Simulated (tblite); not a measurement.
C7H11FP (charge +1).
Numbering: `[CH2:1]=[CH:2][CH2:3][P@H+:4]1[CH:5]=[C:6]([F:7])[CH2:8][CH2:9]1` (hydrogens: H10, H11 on C1; H12 on C2; H13, H14 on C3; H15 on P4; H16 on C5; H17, H18 on C8; H19, H20 on C9)

Geometry (GFN2-xTB, Å), atoms numbered from 1 in this order:
```xyz
20
C7H11FP angstrom
C      3.5276   -0.0723    0.4650
C      2.4243   -0.1691   -0.2528
C      1.3384    0.8743   -0.2431
P     -0.1711    0.1854    0.5002
C     -1.5908    1.2469    0.5118
C     -2.6269    0.5939   -0.0357
F     -3.8184    1.1294   -0.1696
C     -2.4576   -0.8142   -0.5059
C     -0.9581   -1.1595   -0.4557
H      4.2964   -0.8230    0.4179
H      3.7191    0.7674    1.1126
H      2.2634   -1.0125   -0.9103
H      1.0858    1.2000   -1.2590
H      1.6415    1.7489    0.3419
H      0.1530   -0.2438    1.7754
H     -1.6197    2.2530    0.8934
H     -3.0460   -1.4699    0.1425
H     -2.8702   -0.9226   -1.5116
H     -0.7706   -2.1375   -0.0105
H     -0.5255   -1.1643   -1.4605
```

Calculated harmonic vibrations of the isolated species, GFN2-xTB (tblite), most abundant isotopes, no scaling. Against measured fundamentals such values can be off by several per cent, at times by over 20. Modes of hydrogen on phosphorus can be 10 to 20 % off. One conformer, not necessarily the lowest.

Harmonic wavenumbers (cm⁻¹): 39.3, 47.2, 69.0, 99.1, 159.4, 240.6, 270.3, 378.7, 405.5, 455.9, 458.0, 526.8, 600.4, 676.6, 722.4, 744.8, 767.3, 783.9, 825.3, 876.6, 888.5, 907.8, 918.1, 931.3, 937.1, 1010.1, 1024.8, 1034.9, 1085.6, 1113.2, 1130.8, 1146.7, 1173.6, 1207.4, 1228.1, 1279.7, 1321.7, 1372.4, 1396.8, 1401.1, 1437.9, 1626.7, 1697.7, 2362.2, 2915.9, 2936.0, 2948.0, 2964.1, 2986.7, 2993.2, 3065.6, 3109.8, 3113.4, 3148.2.

A = 4137, B = 658.0, C = 599.5 MHz; mass 145.058 u (most abundant isotopes); point group C1, symmetry number 1.

**Question.** What is the zero-point energy?

**Answer.** Half the sum of the wavenumbers: 34481 cm⁻¹ = 98.59 kcal/mol.

**Question.** Entropy at 298.15 K, 1 bar (ideal gas, RRHO, classical rotation)?

**Answer.** Translation 40.85, rotation 29.67, vibration 31.48: S = 102.0 cal/(mol K).

**Question.** And Cp and H(298.15 K) − H(0)?

**Answer.** Cp = 39.97 cal/(mol K), of which vibrations give 32.02 (their classical limit is 54 R = 107.3); H(298.15 K) − H(0) = 7.08 kcal/mol without the zero-point energy, 4.71 from vibrations.

**Question.** Blend soft modes into free rotors: weight 1/[1 + (100 cm⁻¹/ν̃)⁴] for the oscillator and the rest for a rotor with moment μB/(μ + B), μ = h/(8π²ν), B = 10⁻⁴⁴ kg m². What vibrational entropy results?

**Answer.** 27.65 cal/(mol K) in place of 31.48, which changes −T·S at 298.15 K by +1.14 kcal/mol.

**Question.** How do the functions run with temperature in this model?

**Answer.** 
| T (K) | S (cal/(mol K)) | Cp (cal/(mol K)) | H − H(0) (kcal/mol) | G − H(0) (kcal/mol) | ln q(vib) |
| --- | --- | --- | --- | --- | --- |
| 50 | 61.2 | 14.5 | 0.55 | -2.51 | 0.91 |
| 100 | 72.7 | 18.9 | 1.39 | -5.88 | 2.45 |
| 373.15 | 111.9 | 48.6 | 10.41 | -31.35 | 9.90 |
| 500 | 127.9 | 60.9 | 17.39 | -46.58 | 13.32 |
| 750 | 156.0 | 77.2 | 34.82 | -82.16 | 19.95 |
| 1000 | 179.7 | 87.6 | 55.51 | -124.20 | 26.17 |

q(vib) and H(0) count from the zero-point level.

**Question.** Which modes carry the vibrational entropy at 298.15 K?

**Answer.** 39.3 cm⁻¹: 5.29; 47.2 cm⁻¹: 4.93; 69.0 cm⁻¹: 4.18; 99.1 cm⁻¹: 3.47; 159.4 cm⁻¹: 2.56; 240.6 cm⁻¹: 1.80 cal/(mol K); the other 48 give 9.25 together.

**Question.** What must be added to the electronic energy to get the Gibbs energy at 298.15 K and 1 bar?

**Answer.** ZPE + [H(298.15 K) − H(0)] − T·S = 98.59 + 7.08 − 30.41 = 75.26 kcal/mol.

Hindered rotation and anharmonicity are outside this model. Other conformers, if any are populated, would add a mixing term that is left out. The structure is chiral; the term R ln 2 for an equal mix with its mirror image is left out.
